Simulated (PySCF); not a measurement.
An unknown shows these calculated signals:

¹H NMR (500 MHz, computed): δ 5.55 (m, 1H), 5.16 (s, 3H), 3.93 (s, 3H), 3.43 (m, 3H), 1.37 (br s, 1H).

¹³C{¹H} NMR (computed): δ 51.8 (CH3).

Calculated, not measured (PySCF): geometry: GFN2-xTB, PBE0/pcSseg-1 with gauge-including orbitals. In vacuum, one computed conformer, no relativistic terms, rapidly exchanging positions averaged.

Shifts are taken against calculated references (same method and geometry level): ¹H (31.72 ppm), ¹³C (186.93 ppm) vs TMS.

Which of these does the molecule contain: a methoxy group, an OH group, a tert-butyl group, a non-aromatic C=C double bond, a Si–H bond?

Results:


- A methoxy group: no.
- An OH group: yes (δH 1.37 (br s)).
- A tert-butyl group: no.
- A non-aromatic C=C double bond: no.
- A Si–H bond: yes (δH 5.55 (m)).

The data belong to SMILES CO[Si@@H](O)[Si@](F)([SiH3])O[SiH3], CH₁₁FO₃Si₄; they needn't prove each group on their own.

Carbon signals by region: 1 at 50–100 ppm.

The OH or NH signal is concentration- and solvent-dependent in practice; the value given is the gas-phase one. Splittings by ¹⁹F in the carbon and heteronuclear signals aren't shown, as no couplings were computed. Shifts are as computed. Against solution values, carbons near 30 ppm lie about +3 ppm off and those near 130 ppm about +5 ppm. Of 1309 compounds with measured shifts, 239 miss one by over three times the rms of a fit or turn the order of signals round; such compounds aren't used in these exercises. No couplings were computed; multiplicities are counted from neighbouring protons, with m where these are inequivalent, close in shift, in a saturated or five-membered ring or joined by F or P, and br s for small geminal =CH2 splittings.
